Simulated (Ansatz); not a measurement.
`C[SiH2]B(O)O` + `F[SiH2][GaH2]` → `OB(O)[SiH2]F` + `C[SiH2][GaH2]`  (redistribution)

Isolated molecules relaxed with PBE0-D4/def2-TZVP in Ansatz; ΔE leaves out vibrations. CBS: MP2 limit from def2 TZ/QZ plus the TZ coupled-cluster correction, frozen cores. Functionals use def2-TZVPP. For Ga outer-core shells are correlated without core-valence functions, which leaves a few kJ/mol of doubt a bond. Scalar relativity is left out up to krypton. One conformer a species, not always the lowest.

`C[SiH2]B(O)O`:

Z-matrix (Å, degrees):
```
C
Si 1 1.881
H 1 1.093 2 111.0
H 1 1.092 2 111.2 3 -119.7
H 1 1.093 2 111.0 3 120.5
B 2 2.044 1 111.8 3 -60.3
H 2 1.494 1 109.6 3 177.7
H 2 1.494 1 109.6 3 61.8
O 6 1.361 2 123.4 1 179.9
O 6 1.363 2 122.0 1 -0.1
H 9 0.958 6 113.8 2 -0.0
H 10 0.958 6 113.5 2 0.0
```

`F[SiH2][GaH2]`:

Z-matrix (Å, degrees):
```
Si
Ga 1 2.418
F 1 1.610 2 111.9
H 1 1.490 2 111.5 3 -120.0
H 1 1.490 2 111.5 3 120.0
H 2 1.573 1 118.5 3 180.0
H 2 1.569 1 122.6 3 -0.0
```

`OB(O)[SiH2]F`:

Cartesian coordinates in Å:
```
O 1.232 -1.043 0.841
B 0.008 -0.585 0.444
O -1.095 -1.226 0.899
Si -0.242 1.036 -0.763
F -1.433 0.799 -1.813
H 1.978 -0.576 0.459
H -0.882 -1.976 1.466
H -0.563 2.264 0.014
H 0.997 1.308 -1.547
```

`C[SiH2][GaH2]`:

```xyz
10

C     1.393    0.144    0.817
Si    0.259    0.259   -0.678
Ga   -2.008   -0.462   -0.271
H     2.402    0.483    0.569
H     1.457   -0.885    1.176
H     1.018    0.761    1.636
H     0.821   -0.558   -1.796
H     0.225    1.669   -1.172
H    -2.481   -0.982    1.141
H    -3.085   -0.430   -1.420
```

```tsv
level	ΔE (kJ/mol)
PBE0	-9.0
CCSD/def2-TZVPP	-10.9
CCSD(T)/def2-TZVPP	-10.3
MP2/CBS(def2)	-10.1
```

Problem. What does CCSD(T)/CBS give? (Estimate.)

Solution. Ansatz gave: -9.4 kJ/mol. The listed levels differ from it by 0.4, -1.5, -0.9, -0.7 kJ/mol.

Largest T1 diagnostic among the species: 0.013.
